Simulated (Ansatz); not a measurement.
Calculated with Ansatz (gas phase, PBE0-D4/def2-TZVP geometries, no zero-point term in ΔE). CCSD(T)/CBS adds triple-zeta CCSD(T) − MP2 to the extrapolated MP2 energy (def2 sets, frozen cores). This one scheme is used for every species. Double bonds are as drawn, so ΔE can hold a change between cis and trans. DFT in def2-TZVPP. B3LYP here is the variant with VWN-RPA as its local correlation; programs differ in this. One conformer a species, not always the lowest.

Consider the formal exchange of groups at the Si–O bond: `O[Si]([SiH3])(Cl)Cl` + `C/N=C(/F)Cl` → `F[Si]([SiH3])(Cl)Cl` + `C/N=C(/O)Cl`.

`O[Si]([SiH3])(Cl)Cl`:

```xyz
9

O    -1.489    0.348    1.195
Si   -0.248   -0.515    0.591
Si    0.724    0.676   -1.158
Cl    1.132   -0.894    2.067
Cl   -0.914   -2.348   -0.059
H    -1.997   -0.013    1.926
H     1.853   -0.128   -1.690
H     1.225    1.977   -0.648
H    -0.287    0.898   -2.223
```

`C/N=C(/F)Cl`:

```xyz
8

C    -0.595    0.893    0.201
N    -0.496   -0.388   -0.437
C     0.500   -1.108   -0.360
F     0.551   -2.281   -0.962
Cl    1.990   -0.823    0.483
H    -1.459    0.884    0.869
H    -0.788    1.649   -0.563
H     0.297    1.174    0.768
```

`F[Si]([SiH3])(Cl)Cl`:

Z-matrix (Å, degrees):
```
Si
Si 1 2.331
Cl 1 2.038 2 111.2
F 1 1.589 2 111.2 3 -119.3
Cl 1 2.038 2 111.2 3 121.5
H 2 1.484 1 109.0 3 179.7
H 2 1.484 1 109.0 3 59.2
H 2 1.484 1 107.8 3 -60.6
```

`C/N=C(/O)Cl`:

Cartesian coordinates in Å:
```
C -0.897 -0.834 0.559
N -0.274 -0.078 -0.488
C 0.727 0.641 -0.320
O 1.306 1.344 -1.296
Cl 1.595 0.903 1.168
H -0.888 -1.893 0.291
H -1.944 -0.533 0.645
H -0.412 -0.711 1.533
H 0.786 1.161 -2.092
```

Is it downhill or uphill in electronic energy at CCSD(T)/CBS, and by how much? (Best estimate.)

Computed: Downhill: ΔE = -65.6 kJ/mol.

What do these levels give: PBE-D4, PBE, B3LYP, HF/def2-TZVPP, MP2/def2-TZVPP, HF/CBS(def2)? (Estimate.)

The calculation gave: PBE-D4 -61.6, PBE -62.1, B3LYP -62.9, HF/def2-TZVPP -63.9, MP2/def2-TZVPP -66.9, HF/CBS(def2) -65.2 kJ/mol.

Largest T1 diagnostic among the species: 0.013.
